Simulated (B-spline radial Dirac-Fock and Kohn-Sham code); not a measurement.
# Auger decay of the 3d5/2 hole in Ba³⁺

System: Ba³⁺, configuration [Kr] 4d10 5s2 5p5.

The run's input, task.json:

```json
{"items": [{
  "Z": 56,
  "q": 3,
  "cfg": [[1, 0, 2], [2, 0, 2], [2, 1, 6], [3, 0, 2], [3, 1, 6], [3, 2, 10], [4, 0, 2], [4, 1, 6], [4, 2, 10], [5, 0, 2], [5, 1, 5]],
  "A": 138,
  "rrms": 4.8378,
  "do": ["binding", "quiet", "decay"],
  "holes": ["K", "L1", "L2", "L3", "M1", "M2", "M3", "M4", "M5", "N1", "N2", "N3", "N4", "N5"]
}]}
```

Run with: `python xray_run.py task.json out`

Level of theory: independent-particle radiative and Coulomb Auger rates from relativistic LDA hole-state orbitals, with Dirac-Fock energies; a radial B-spline solver. Kinetic energies are configuration averages from the vacuum level; the two-hole energies are estimated from single-hole states.

```csv
transition,kinetic energy (eV),width (meV),share (%)
M5-N1N3,–,5.48,0.8
M5-N2N3,–,11.3,1.6
M5-N3N3,–,8.56,1.2
M5-N1N4,367.7,7.91,1.1
M5-N1N5,370.4,80.6,11.2
M5-N2N5,428.5,76.4,10.6
M5-N3N4,–,6.91,1.0
M5-N3N5,–,126,17.6
M5-N4N5,542.3,160,22.2
M5-N5N5,545.2,185,25.7
M5-N5O1,611.0,13.1,1.8
M5-N5O2,629.2,10.2,1.4
M5-N5O3,631.8,17.1,2.4
```

A dash stands for an energy that rests on an unreliable hole state.

The listed channels hold 98 % of the non-radiative rate. Summed by principal shells, of 0.719 eV in all: MNN 93.4 %, MNO 6.6 %.

Values without a named source are computed, but for edge energies of neutral atoms, which are taken from tables.
